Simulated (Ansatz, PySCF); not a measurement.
GeH7NSSi, SMILES N[SiH2][S][GeH3]. Atoms are numbered in the order given.

```xyz
11

Si    -1.3912    -0.9098    -0.9361
N     -2.2428    -0.7247     0.5550
S      0.1949     0.5393    -1.2561
Ge     1.0923     0.4559     0.8012
H     -2.2865    -0.7066    -2.1058
H     -0.8429    -2.2928    -0.9056
H     -2.6970     0.1456     0.8128
H     -1.9711    -1.2623     1.3713
H      2.5160     1.0273     0.6764
H      1.1422    -1.0061     1.2945
H      0.2706     1.3022     1.7939
```
Charge 0, spin multiplicity 1.

The structure is a stationary point at B3LYP-D3(BJ)/def2-SVP. This is a generated structure with no PubChem entry under its InChIKey; it may be hypothetical. One conformer was computed; it need not be the lowest.

Two levels are set side by side: PBE-D3(BJ)/def2-SVP (Ansatz, an electronic-structure program) and B3LYP-D3(BJ)/def2-SVP (Ansatz). Each level has its own optimised geometry; the coordinates shown are those of the second. Frequencies come from the Hessian of PySCF at each geometry. Differences are taken from unrounded values.

```csv
quantity,B3LYP-D3(BJ)
mean bond length (Å),1.577
bond Si1–N2 (Å),1.727
bond Si1–S3 (Å),2.172
bond S3–Ge4 (Å),2.246
bond Si1–H5 (Å),1.487
bond Si1–H6 (Å),1.488
bond N2–H7 (Å),1.015
bond N2–H8 (Å),1.014
bond Ge4–H9 (Å),1.539
bond Ge4–H10 (Å),1.544
bond Ge4–H11 (Å),1.542
highest harmonic wavenumber (cm⁻¹),3674
mean harmonic wavenumber (cm⁻¹),1119
zero-point energy (kcal/mol),43.21
```

Problem. What does PBE-D3(BJ) give, and how far is it from B3LYP-D3(BJ)? (The exact figures need the calculation; the answer reports its results.)

Solution. 
| quantity | PBE-D3(BJ) | PBE-D3(BJ) minus B3LYP-D3(BJ) |
|---|---|---|
| mean bond length (Å) | 1.587 | 0.009 |
| bond Si1–N2 (Å) | 1.739 | 0.012 |
| bond Si1–S3 (Å) | 2.179 | 0.007 |
| bond S3–Ge4 (Å) | 2.247 | 0.000 |
| bond Si1–H5 (Å) | 1.500 | 0.013 |
| bond Si1–H6 (Å) | 1.502 | 0.014 |
| bond N2–H7 (Å) | 1.023 | 0.008 |
| bond N2–H8 (Å) | 1.023 | 0.008 |
| bond Ge4–H9 (Å) | 1.548 | 0.009 |
| bond Ge4–H10 (Å) | 1.554 | 0.010 |
| bond Ge4–H11 (Å) | 1.552 | 0.010 |
| highest harmonic wavenumber (cm⁻¹) | 3590 | -84 |
| mean harmonic wavenumber (cm⁻¹) | 1091 | -29 |
| zero-point energy (kcal/mol) | 42.10 | -1.11 |

GGA bonds tend to be longer and softer than those of functionals with exact exchange. Differences between two approximate levels are no errors against the true value.
